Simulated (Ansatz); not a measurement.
Molecule: sum formula SiAsH4 (charge 0, doublet). It need not be the lowest isomer of its formula. 
Geometry from a B3LYP-D3(BJ)/def2-TZVP (Ansatz, an electronic-structure program) optimisation:
SMILES: [SiH2][AsH2]
```xyz
6

Si    -1.5362     0.2922    -0.4070
As     0.7188    -0.1301     0.2069
H     -1.7894     1.7563    -0.2977
H     -2.4281    -0.4012     0.5642
H      1.2961     0.4154    -1.0938
H      0.7093    -1.5668    -0.3019
```
Charge 0, spin multiplicity 2.

Basis-set convergence of Hartree-Fock and CCSD(T) correlation energies (hartree) with Ansatz. Cores are frozen in the correlated levels unless marked. UHF or UKS for open shells. Spin-orbit coupling is left out. Frozen are the shells of the preceding noble gas and the d and f shells that filled before the atom's block. Non-relativistic.

```
basis       functions        E(HF)  E(corr, CCSD(T))
----------  ---------  -----------  ----------------
def2-SVP           70  -2525.05049          -0.25013
def2-TZVPP        146   (withheld)        (withheld)
```

### Question
Fill in the missing entries.

### Answer

- def2-TZVPP, E(HF): -2525.43266
- def2-TZVPP, E(corr, CCSD(T)): -0.30645
